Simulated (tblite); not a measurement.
Compound: C₆H₅FN₂.
Numbering: `[CH3:1]/[C:2]([C:3]#[N:4])=[C:5](\[C:6]#[N:7])[CH2:8][F:9]` (hydrogens: H10, H11, H12 on C1; H13, H14 on C8)

Computed with GFN2-xTB (tblite), gas phase: Langevin dynamics at 300 K from the optimised GFN2-xTB geometry, time step 0.5 fs, friction 0.01 fs⁻¹, 2000 steps. The instantaneous temperature is 2·E(kin)/(3Nk) with all 3N coordinates.

| t (fs) | T (K) | E(pot) above start (eV) | C1–C2 (Å) | C2–C3 (Å) | C3≡N4 (Å) | C2=C5 (Å) | C5–C6 (Å) | C1–H10 (Å) | C2–C5–C8–F9 (°) |
| --- | --- | --- | --- | --- | --- | --- | --- | --- | --- |
| 0 | 232 | 0.000 | 1.494 | 1.416 | 1.146 | 1.350 | 1.414 | 1.091 | 117 |
| 50 | 273 | 0.189 | 1.458 | 1.417 | 1.158 | 1.358 | 1.419 | 1.087 | 109 |
| 100 | 300 | 0.322 | 1.520 | 1.405 | 1.139 | 1.336 | 1.431 | 1.108 | 100 |
| 150 | 343 | 0.411 | 1.467 | 1.437 | 1.143 | 1.345 | 1.428 | 1.077 | 108 |
| 200 | 377 | 0.415 | 1.491 | 1.404 | 1.145 | 1.341 | 1.382 | 1.123 | 109 |
| 250 | 340 | 0.393 | 1.480 | 1.439 | 1.138 | 1.331 | 1.377 | 1.089 | 129 |
| 300 | 230 | 0.373 | 1.496 | 1.395 | 1.164 | 1.338 | 1.417 | 1.118 | 138 |
| 350 | 229 | 0.387 | 1.519 | 1.406 | 1.123 | 1.327 | 1.400 | 1.079 | 137 |
| 400 | 304 | 0.317 | 1.453 | 1.404 | 1.154 | 1.358 | 1.378 | 1.100 | 138 |
| 450 | 262 | 0.441 | 1.498 | 1.477 | 1.153 | 1.317 | 1.429 | 1.073 | 118 |
| 500 | 260 | 0.487 | 1.452 | 1.404 | 1.146 | 1.411 | 1.474 | 1.103 | 115 |
| 550 | 274 | 0.321 | 1.549 | 1.407 | 1.149 | 1.348 | 1.432 | 1.079 | 124 |
| 600 | 351 | 0.417 | 1.531 | 1.452 | 1.136 | 1.324 | 1.435 | 1.105 | 140 |
| 650 | 361 | 0.528 | 1.496 | 1.434 | 1.165 | 1.371 | 1.408 | 1.098 | 143 |
| 700 | 255 | 0.605 | 1.507 | 1.485 | 1.134 | 1.379 | 1.407 | 1.069 | 141 |
| 750 | 297 | 0.282 | 1.486 | 1.412 | 1.159 | 1.324 | 1.431 | 1.080 | 149 |
| 800 | 331 | 0.417 | 1.496 | 1.405 | 1.126 | 1.366 | 1.388 | 1.068 | 147 |
| 850 | 211 | 0.437 | 1.542 | 1.372 | 1.145 | 1.298 | 1.423 | 1.090 | 148 |
| 900 | 259 | 0.386 | 1.540 | 1.411 | 1.135 | 1.376 | 1.421 | 1.094 | 139 |
| 950 | 290 | 0.422 | 1.491 | 1.449 | 1.136 | 1.352 | 1.410 | 1.091 | 129 |
| 1000 | 372 | 0.244 | 1.489 | 1.453 | 1.159 | 1.351 | 1.415 | 1.116 | 121 |

Q: From 500 fs on, how do temperature and potential energy compare with equipartition?

A: The mean temperature of these 11 frames is 297 K against the target 300 K, and the mean potential energy 0.41 eV against 36 × kT/2 = 0.47 eV for 36 classical harmonic modes. For 14 atoms in a canonical ensemble the temperature itself scatters by T·√(2/(3N)) = 65 K; here its standard deviation is 49 K. The whole run lasts only 10 friction times of 100 fs, so these averages carry a wide statistical error.

Q: What are the kinetic and total energies of the listed frame with the highest potential energy?

A: The one at 700 fs, 0.605 eV above the start. Its kinetic energy is 3NkT/2 = 0.461 eV at 255 K, so the sum is 1.07 eV; over the listed frames the sum runs from 0.42 to 1.18 eV, since the thermostat adds and removes energy.

Q: How much do the listed bonds fluctuate from 500 fs on?

A: 
```
  bond  at the start (Å)  mean (Å)  standard deviation (Å)
 C1–C2             1.494     1.507                   0.029
 C2–C3             1.416     1.426                   0.030
 C3≡N4             1.146     1.145                   0.012
 C2=C5             1.350     1.355                   0.030
 C5–C6             1.414     1.422                   0.021
C1–H10             1.091     1.090                   0.014
```

The motion is classical and holds no zero-point motion.

What follows is the cost of the whole dynamics run. Time: 12 s wall; peak memory 0.18 GiB. Hardware: one thread of an Intel Xeon at 2.60 GHz (shared host).
